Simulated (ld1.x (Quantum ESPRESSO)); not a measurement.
## gallium TM semilocal: all-electron and pseudo phase curves

Ga, norm-conserving Troullier–Martins (semilocal form), made with ld1.x (Quantum ESPRESSO) 7.5 (LDA (PZ), scalar-relativistic). Core [Ne], reference 3s2 3p6 3d10 4s1.75 4p1.25. Waves: 3s (bound): rc 0.65 bohr; 3p (bound): rc 0.75 bohr; 4f channel at 0.2 Ry: rc 0.90 bohr; 3d (bound): rc 1.15 bohr. Local part: the d channel. Core correction: a·sin(br)/r model core inside 0.30 bohr.

Occupied shells without a wave of their own: 4p, 4s. They enter only through the test configuration that unscreens the potential, and ld1.x also counts them in the model core charge.

The phase is arctan(r·u′/u) with u = r·R(r), unwrapped; energies in Ry, scanned from -13 to 5 Ry. A pole is an energy at which the radial function vanishes at the test radius. The pseudo phase is shifted by a multiple of π to meet the all-electron one at the reference energy, and phase errors are pseudo minus all-electron; the curves can meet again beyond the range given. Levels narrower than the energy grid can be missing from the lists of poles.

Q: For each channel, where are the poles, and over which energies does the pseudopotential scatter like the atom?

A:

| channel | radius (bohr) | reference energy (Ry) | poles, all-electron | poles, pseudo | unbroken range about the reference energy with phases within 0.05 rad | phase error 1 Ry above the reference energy (rad) |
| --- | --- | --- | --- | --- | --- | --- |
| s | 1.25 | -10.87 | -10.06 | -10.07 | below 2.9 | -0.000 |
| p | 1.25 | -7.29 | -6.25 | -6.25 | the whole range | -0.000 |
| d | 1.25 | -1.46 | 0.04 | 0.12 | below 3.6 | +0.007 |
| f | 1.25 | 0.20 | none | none | the whole range | +0.000 |

ld1.x takes every shell without a wave as core, so the model core holds the 4p, 4s electrons as well and exchange and correlation see them twice. This cancels in the reference configuration, but the file is broken for other ones, and its errors say nothing about a proper core correction.

Phases in the f channel:

```tsv
E (Ry)	all-electron	pseudo
-13.00	1.381	1.381
-12.04	1.375	1.375
-11.08	1.370	1.370
-10.12	1.364	1.364
-9.16	1.357	1.357
-8.20	1.349	1.349
-7.24	1.341	1.341
-6.28	1.332	1.332
-5.32	1.322	1.322
-4.36	1.310	1.310
-3.40	1.297	1.297
-2.44	1.282	1.282
-1.48	1.264	1.264
-0.52	1.243	1.243
0.44	1.218	1.218
1.40	1.186	1.186
2.36	1.146	1.146
3.32	1.093	1.093
4.28	1.021	1.021
```
